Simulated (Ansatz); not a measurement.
Program: Ansatz. Geometries: PBE0-D4/def2-TZVP. ΔE: electronic, gas phase. CCSD(T)/CBS adds triple-zeta CCSD(T) − MP2 to the extrapolated MP2 energy (def2 sets, frozen cores). This one scheme is used for every species. Double bonds are as drawn, so ΔE can hold a change between cis and trans. Functionals use def2-TZVPP. B3LYP here is the variant with VWN-RPA as its local correlation; programs differ in this.

`B/C(C)=C/Cl` + H–F → `B/C(C)=C/F` + HCl  (substitution at a C–Cl bond)

```csv
level,ΔE (kcal/mol),difference from CCSD(T)/CBS
PBE-D4,2.6,-1.6
ωB97M-V,1.1,-3.1
B2PLYP,1.7,-2.5
PBE,1.6,-2.6
r2SCAN,1.2,-3.0
PBE0,1.6,-2.6
B3LYP,-0.1,-4.3
HF/def2-TZVPP,-2.6,-6.8
MP2/def2-TZVPP,5.8,1.6
SCS-MP2/def2-TZVPP,3.8,-0.4
HF/def2-QZVPP,-2.6,-6.8
MP2/def2-QZVPP,6.6,2.4
SCS-MP2/def2-QZVPP,4.6,0.4
HF/CBS(def2),-2.6,-6.8
MP2/CBS(def2),7.2,3.0
CCSD/CBS(def2),3.3,-0.9
CCSD(T)/CBS,4.2,0
```

Largest T1 diagnostic among the species: 0.012.

The D4 term adds +1.7 kcal/mol with B3LYP and +0.9 kcal/mol with PBE0; it sums over pairs of atoms, weighted by their polarisabilities, and B3LYP, whose exchange is more repulsive, gets the larger term. In def2-TZVPP, CCSD(T) changes the Hartree–Fock value by +5.3 kcal/mol (the triples alone add +0.9 kcal/mol) and MP2 by +8.3 kcal/mol.
